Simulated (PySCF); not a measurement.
**Correlation energy of Cl (chlorine, neutral)**

[Ne] 3s2 3p5, 2P determinant. All numbers are calculated (PySCF 2.14, no relativity, point nucleus, in dyall-av3z (19s12p3d2f, 84 functions)). Frozen: [Ne]; 7 electrons correlated; the 26 highest virtual orbitals of each spin left out.

| level | correlation energy (mhartree) |
| --- | --- |
| CCSD | -186.16 |
| (T) | -6.24 |
| CCSD(T) | -192.40 |

Diagnostics: T1 = 0.0072, D1 = 0.0236, largest double amplitude 0.037.

Cost of the coupled-cluster step: about 4 core-seconds, for 7 correlated electrons.
